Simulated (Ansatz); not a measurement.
Reaction (formal exchange of groups at the Al–C bond): `CO[CH2][AlH][OH]` + `[AlH2][I]` → `[OH][AlH][AlH2]` + `COCI`

Computed with Ansatz on PBE0-D4/def2-TZVP structures; ΔE is electronic, products minus reactants. CCSD(T)/CBS adds triple-zeta CCSD(T) − MP2 to the extrapolated MP2 energy (def2 sets, frozen cores). Functionals use def2-TZVPP. Elements past krypton have def2 core potentials. For I outer-core shells are correlated without core-valence functions, which leaves a few kJ/mol of doubt a bond. Each species was taken in one conformer, which may not be the lowest.

(1) Is it downhill or uphill in electronic energy at CCSD(T)/CBS, and by how much? (Best estimate.)

(2) What do these levels give: revPBE-D4, BLYP-D4, r2SCAN-D4, ωB97M-V, revPBE, PBE0, LC-ωPBE, HF/def2-SVP, MP2/def2-SVP, CCSD/def2-SVP, CCSD/def2-TZVPP, MP2/CBS(def2)? (Estimate.)

Largest T1 diagnostic among the species: 0.013.

Results:

(1) Computed: Uphill: ΔE = +38.8 kcal/mol.

(2) The calculation gave: revPBE-D4 34.0, BLYP-D4 35.4, r2SCAN-D4 39.0, ωB97M-V 42.4, revPBE 33.8, PBE0 37.0, LC-ωPBE 40.4, HF/def2-SVP 43.8, MP2/def2-SVP 43.1, CCSD/def2-SVP 41.4, CCSD/def2-TZVPP 39.0, MP2/CBS(def2) 41.6 kcal/mol.

From r2SCAN to r2SCAN0 (25 % exact exchange), in def2-TZVPP and without D4, ΔE moves by +1.5 kcal/mol. Leaving LDA and LC-ωPBE aside and taking each functional with its dispersion term where it has one, the values spread over 8.4 kcal/mol, from revPBE-D4 to ωB97M-V. LDA lies +1.3 kcal/mol from PBE without D4. At CCSD(T), def2-SVP lies +1.7 kcal/mol from the extrapolated value and def2-TZVPP −0.5 kcal/mol.
